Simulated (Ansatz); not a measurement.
Results of the Gaussian-basis code of Ansatz.

Basis-set series for C2H10BNSi, SMILES `CNB(C)[SiH3]`. Charge 0, multiplicity 1. The geometry is a stationary point of PBE0-D4/def2-TZVP. It is one conformer, not always the lowest.

```json
{"functional": "PBE0-D4", "basis": "def2-TZVPP", "functions": "306", "energy (Eh)": "-451.11148", "HOMO (eV)": "-7.54", "LUMO (eV)": "-0.08"}
{"functional": "PBE0-D4", "basis": "def2-QZVPP", "functions": "598", "energy (Eh)": "-451.13072", "HOMO (eV)": "-7.54", "LUMO (eV)": "-0.13"}
{"functional": "ωB97M-V", "basis": "def2-TZVPP", "functions": "306", "energy (Eh)": "-451.30923", "HOMO (eV)": "-9.68", "LUMO (eV)": "1.81"}
{"functional": "ωB97M-V", "basis": "def2-QZVPP", "functions": "598", "energy (Eh)": "-451.32751", "HOMO (eV)": "-9.69", "LUMO (eV)": "1.44"}
```

Task: Give the rows for def2-SVP. (An estimate is asked.)

Result: The calculation gave: 
```json
{"functional": "PBE0-D4", "basis": "def2-SVP", "functions": "124", "energy (Eh)": "-450.83526", "HOMO (eV)": "-7.50", "LUMO (eV)": "0.08"}
{"functional": "ωB97M-V", "basis": "def2-SVP", "functions": "124", "energy (Eh)": "-451.02153", "HOMO (eV)": "-9.62", "LUMO (eV)": "2.08"}
```

Positive LUMOs are unbound and depend on the basis.
